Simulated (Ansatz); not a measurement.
Relaxation of CH6ClNOSi (11 atoms, charge 0, multiplicity 1), to a largest force component of 0.03 eV/Å in at most 50 steps.

Method: RKS B3LYP-D4/def2-SVP in Ansatz.

```xyz
11
Properties=species:S:1:pos:R:3
Si -0.406 -0.381 1.011
O -0.386 -0.480 -0.704
C -0.364 0.611 -1.601
N 1.245 -0.688 1.264
H 1.591 -0.957 0.345
H -1.386 -1.338 1.567
Cl -1.022 1.501 1.648
H 0.167 1.490 -1.190
H -1.385 0.933 -1.876
H 0.152 0.295 -2.522
H 1.794 -0.986 2.058
```

Where does it end, and by what steps?

The forces met the threshold. The force dipped under the threshold on the way, but the program's further checks kept it going. After 35 steps the energy has fallen by 0.305 eV; H10 moved furthest, 1.50 Å.

```
step  energy less start (eV)  largest force component (eV/Å)  accepted
   0                  0.0000                           1.494       yes
   2                 -0.1785                           0.820       yes
   4                 -0.2158                           0.318       yes
   6                 -0.2209                           0.074       yes
   8                 -0.2259                           0.491       yes
  10                 -0.2335                           0.271        no
  12                 -0.2448                           0.231       yes
  14                 -0.2506                           0.143       yes
  16                 -0.2598                           0.368       yes
  18                 -0.2506                           0.572        no
  20                 -0.2684                           0.058       yes
  22                 -0.2722                           0.082       yes
  24                 -0.2852                           0.077       yes
  26                 -0.2905                           0.063       yes
  28                 -0.2955                           0.102       yes
  30                 -0.2963                           0.192       yes
  32                 -0.3034                           0.048       yes
  34                 -0.3046                           0.036       yes
  35                 -0.3048                           0.021       yes
```

```xyz
11
Properties=species:S:1:pos:R:3
Si -0.157 -0.414 0.757
O 0.253 -0.049 -0.799
C -0.482 0.684 -1.755
N 1.274 -0.896 1.544
H 2.117 -0.331 1.495
H -1.164 -1.492 0.899
Cl -1.059 1.312 1.548
H 0.200 0.981 -2.566
H -0.929 1.594 -1.318
H -1.293 0.072 -2.192
H 1.239 -1.460 2.386
```

Whether the end is a true minimum wasn't checked by a vibrational analysis.

The run took 110 s on 2 threads of Arm Neoverse V2, with other jobs on the host, peak memory 0.24 GiB.
